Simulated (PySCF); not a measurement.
## 33S chemical shifts

[PySCF: GFN2-xTB structure; PBE0/pcSseg-1 with gauge-including orbitals; one averaged value for each set of equivalent atoms; non-relativistic; no solvent model; one conformer]

Shieldings were converted by a linear fit to measured shifts: 33S (scatter 33.3 ppm rms vs sulfate, solution or neat liquid). Occasional misses reach two or three times the rms, and more in compound classes unlike the fitted ones.

(1) Give the 33S shifts of `CS[C@H]1C[Si@@H](Cl)C1`, `C/C=C(/Cl)SC[SiH3]`, `Cl[SiH]1CCSCC1`, `CS[Si@H](Cl)C(Cl)Cl`, `C=CCCS[SiH2]Cl`.

(2) Match the shifts 548, -236, -277, -428, -516 ppm to `C/C=C(\Cl)SC[SiH3]`, `CS[C@H]1C[Si@H](Cl)C1`, `CS[Si]1(Cl)CCC1`, `CCC(=S)C[SiH2]Cl`, `C[C@@H]([SiH3])[Si@@](N)(S)C[SiH3]`.

## Answers

(1) 
```json
{"compound": "CS[C@H]1C[Si@@H](Cl)C1", "environment": "sulfide sulfur", "δ (ppm)": "-263"}
{"compound": "C/C=C(/Cl)SC[SiH3]", "environment": "sulfide sulfur", "δ (ppm)": "-245"}
{"compound": "Cl[SiH]1CCSCC1", "environment": "sulfide sulfur", "δ (ppm)": "-286"}
{"compound": "CS[Si@H](Cl)C(Cl)Cl", "environment": "sulfur bonded to C, Si", "δ (ppm)": "-455"}
{"compound": "C=CCCS[SiH2]Cl", "environment": "sulfur bonded to C, Si", "δ (ppm)": "-417"}
```

(2) 548: CCC(=S)C[SiH2]Cl (thione sulfur); -236: C/C=C(\Cl)SC[SiH3] (sulfide sulfur); -277: CS[C@H]1C[Si@H](Cl)C1 (sulfide sulfur); -428: CS[Si]1(Cl)CCC1 (sulfur bonded to C, Si); -516: C[C@@H]([SiH3])[Si@@](N)(S)C[SiH3] (sulfur bonded to Si, H).
